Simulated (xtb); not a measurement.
xtb input (GFN2-xTB):

```bash
xtb mol.xyz --gfn 2 --sp --chrg 1 --uhf 0
```
mol.xyz:
```
7

B      0.16714416     0.06889867    -0.01311335
F      0.25080666     1.35329880     0.13398153
O     -1.22482078    -0.42755937     0.10559976
O      1.02088828    -0.89752116    -0.24216516
H     -1.44122987    -1.37464062     0.01711498
H      1.96465536    -0.70749179    -0.34067312
H     -1.98494627     0.15859412     0.27581433
```

End of the output:

```
         :::::::::::::::::::::::::::::::::::::::::::::::::::::
         ::                     SUMMARY                     ::
         :::::::::::::::::::::::::::::::::::::::::::::::::::::
         :: total energy             -15.272240612741 Eh    ::
         :: gradient norm              0.031341000170 Eh/a0 ::
         :: HOMO-LUMO gap              8.291949965447 eV    ::
         ::.................................................::
         :: SCC energy               -15.361189754722 Eh    ::
         :: -> isotropic ES            0.181788412118 Eh    ::
         :: -> anisotropic ES         -0.001018064298 Eh    ::
         :: -> anisotropic XC         -0.002217209012 Eh    ::
         :: -> dispersion             -0.001631526768 Eh    ::
         :: repulsion energy           0.088949141981 Eh    ::
         :: add. restraining           0.000000000000 Eh    ::
         :: total charge               1.000000000000 e     ::
         :::::::::::::::::::::::::::::::::::::::::::::::::::::

           -------------------------------------------------
          |                Property Printout                |
           -------------------------------------------------

    * Orbital Energies and Occupations

         #    Occupation            Energy/Eh            Energy/eV
      -------------------------------------------------------------
         1        2.0000           -1.0474172             -28.5017
         2        2.0000           -0.9988374             -27.1797
         3        2.0000           -0.9417224             -25.6256
         4        2.0000           -0.8941657             -24.3315
         5        2.0000           -0.8868715             -24.1330
         6        2.0000           -0.8151350             -22.1810
         7        2.0000           -0.8142096             -22.1558
         8        2.0000           -0.7838040             -21.3284
         9        2.0000           -0.7527492             -20.4833
        10        2.0000           -0.7438190             -20.2403
        11        2.0000           -0.7223348             -19.6557
        12        2.0000           -0.7181649             -19.5423 (HOMO)
        13                         -0.4134413             -11.2503 (LUMO)
Note: The following floating-point exceptions are signalling: IEEE_UNDERFLOW_FLAG IEEE_DENORMAL
normal termination of xtb
        14                         -0.3087042              -8.4003
        15                         -0.1125827              -3.0635
        16                         -0.0348970              -0.9496
        17                          0.0371724               1.0115
        18                          0.0855580               2.3282
        19                          0.5227479              14.2247
      -------------------------------------------------------------
                  HL-Gap            0.3047236 Eh            8.2919 eV
             Fermi-level           -0.5658031 Eh          -15.3963 eV

     #   Z          covCN         q      C6AA      α(0)
     1   5 B        2.288     0.582    21.938     9.258
     2   9 F        0.722    -0.185    11.090     3.933
     3   8 O        2.385    -0.302    18.996     5.886
     4   8 O        1.593    -0.350    19.944     6.027
     5   1 H        0.804     0.429     0.435     1.036
     6   1 H        0.805     0.401     0.483     1.092
     7   1 H        0.804     0.426     0.439     1.041

 Mol. C6AA /au·bohr⁶  :        346.656373
 Mol. C8AA /au·bohr⁸  :       7875.456927
 Mol. α(0) /au        :         28.272803

Wiberg/Mayer (AO) data.
largest (>0.10) Wiberg bond orders for each atom

 ---------------------------------------------------------------------------
     #   Z sym  total        # sym  WBO       # sym  WBO       # sym  WBO
 ---------------------------------------------------------------------------
     1   5 B    3.344 --     4 O    1.394     2 F    1.138     3 O    0.797
     2   9 F    1.268 --     1 B    1.138
     3   8 O    2.491 --     7 H    0.802     5 H    0.802     1 B    0.797
     4   8 O    2.339 --     1 B    1.394     6 H    0.818
     5   1 H    0.816 --     3 O    0.802
     6   1 H    0.840 --     4 O    0.818
     7   1 H    0.818 --     3 O    0.802
 ---------------------------------------------------------------------------

Topologies differ in total number of bonds
Writing topology from bond orders to xtbtopo.mol

molecular dipole:
                 x           y           z       tot (Debye)
 q only:       -1.160      -1.081       0.017
   full:       -1.337      -1.086       0.039       4.379
molecular quadrupole (traceless):
                xx          xy          yy          xz          yz          zz
 q only:       11.081       1.419      -4.748      -2.110       0.046      -6.334
  q+dip:       12.578       1.665      -6.103      -2.292      -0.135      -6.475
   full:       12.764       1.889      -6.707      -2.231      -0.293      -6.057

           -------------------------------------------------
          | TOTAL ENERGY              -15.272240612741 Eh   |
          | GRADIENT NORM               0.031341000170 Eh/α |
          | HOMO-LUMO GAP               8.291949965447 eV   |
           -------------------------------------------------

------------------------------------------------------------------------
------------------------------------------------------------------------
 total:
 SCF:
```

It need not be the lowest isomer of its formula.
